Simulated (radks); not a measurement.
Valence configurations of Cr III (all share [Ar]). Method: Dirac Kohn-Sham, PBEsol, spin-unpolarised, spherical densities, point nucleus; open shells fill j = l - 1/2 first; computed with a radial shooting solver on a logarithmic mesh with Libxc functionals. Energies are relative to 3d4; eigenvalues in eV.

| valence | E (eV) | e(3d3/2) | e(4p1/2) | e(4s1/2) |
|---|---|---|---|---|
| 3d4 | 0.000 | -22.834 | - | - |
| 3d3.5 4s0.5 | 2.603 | -25.581 | - | -19.558 |
| 3d3.5 4p0.5 | 5.264 | -26.140 | -14.575 | - |
| 3d3 4s1 | 6.055 | -28.537 | - | -20.718 |
| 3d3 4s0.5 4p0.5 | 8.826 | -29.088 | -15.495 | -21.043 |
| 3d2.5 4s1.5 | 10.459 | -31.685 | - | -21.850 |
| 3d3 4p1 | 11.602 | -29.633 | -15.800 | - |
| 3d2.5 4p1.5 | 19.140 | -33.290 | -16.931 | - |
| 3d2 4s0.5 4p1.5 | 24.966 | -36.590 | -17.749 | -23.804 |
| 3d2 4p2 | 27.998 | -37.102 | -17.997 | - |

NIST lists [Ar] 3d4 as the ground configuration; this level of theory agrees among the configurations tried. The energies are those of spherical spin-averaged densities, not of single terms.
